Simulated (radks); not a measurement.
Problem. The zirconium ion Zr8+ is in [Ar] 3d10 4s2 4p2. All-electron calculation, scalar-relativistic Kohn-Sham, LDA (Slater exchange, Perdew-Wang correlation), spin-polarised, spherical densities, finite nucleus; Fermi nuclear charge, rms radius of each element as measured or else 0.836 A^(1/3) + 0.57 fm. Program: a radial shooting solver on a logarithmic mesh with Libxc functionals. Open shells are filled with parallel spins first. One electron is removed from 3p, 4s, 3d, 4p in turn, with full relaxation. Which removal costs least, and what does each cost?

Solution. 4p 153.15 eV; 4s 175.10 eV; 3d 323.47 eV; 3p 465.15 eV. The 4p electron leaves first.
